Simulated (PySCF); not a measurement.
# Working out the excitation energy of N

N [He] 2s2 2p3 (4S) → N [He] 2s1 2p4 (4P). Computed with PySCF 2.14 in x2c-TZVPPall, with the spin-free X2C one-electron Hamiltonian (Gaussian nucleus). Frozen: nothing. Energies in hartree (1 hartree = 27.21139 eV):

```
            part   N (lower)   N (upper)
             UHF  -54.432001  -54.029522
CCSD correlation   -0.128938   -0.128337
             (T)   -0.002351   -0.002887
```

Question: What does Hartree-Fock give?

Answer: (-54.029522) − (-54.432001) = 0.402479 hartree = 10.952 eV.

Question: What do CCSD and CCSD(T) give?

Answer: The CCSD correlation energies differ by 0.000601 hartree = 0.016 eV and the triples by -0.000536 hartree = -0.015 eV, so CCSD gives 10.968 eV and CCSD(T) 10.953 eV.

Measured between the centres of the two terms (NIST): 10.927 eV, so CCSD(T) (valence and next inner shell) is off by 0.026 eV.

What remains against the reference includes basis incompleteness and higher excitations.
